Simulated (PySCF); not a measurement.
CdFCl, SMILES [F][Cd][Cl].

Coordinates come from a B3LYP-D3(BJ)/def2-TZVP optimisation. The def2 effective core potentials stand for the cores of Cd; spin–orbit coupling is left out.

Method: CAM-B3LYP/def2-TZVPD in PySCF.

**Question.** Estimate the frontier levels, gap, dipole moment and polarisability. (Estimate from the structure and the level; the computed values follow.)

**Answer.** 
The highest occupied level comes out as -10.60 eV. The lowest empty level is -1.59 eV and the orbital gap is 9.00 eV. The dipole moment comes out as 0.59 D, the quadrupole, principal values (traceless, Buckingham form, about the centre of nuclear charge) is -16.35, 8.17, 8.17 D·Å and the mean static polarisability is 41.3 bohr³ (6.12 Å³). The polarisability, principal values is 32.9, 32.9, 58.0 bohr³.
